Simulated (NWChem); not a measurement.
C4H4OS; SMILES S1C(=O)CC1=C

```xyz
10

C      0.2968    -2.3803     0.0000
C      0.2150    -1.0533     0.0000
C      1.2587     0.0388     0.0000
C      0.2348     1.1599     0.0000
O      0.3067     2.3429     0.0000
S     -1.1956     0.0300     0.0000
H      1.2740    -2.8696     0.0000
H     -0.5921    -3.0142     0.0000
H      1.9041     0.0646    -0.8941
H      1.9041     0.0646     0.8941
```
Atoms are numbered in this order, from 1.

All runs: NWChem. Pople sets run with spherical d functions. Structure relaxed at the PBE0/def2-SVP level. Level: M05-2X/6-31G* with SMD (1 M gas to 1 M solution), gas-phase geometry.

Task: Order these by “dipole in solution (D)”, lowest first: ethyl acetate; water; cyclohexanone; diethyl ether.

Result: diethyl ether (3.64), ethyl acetate (3.71), cyclohexanone (3.82), water (4.19)
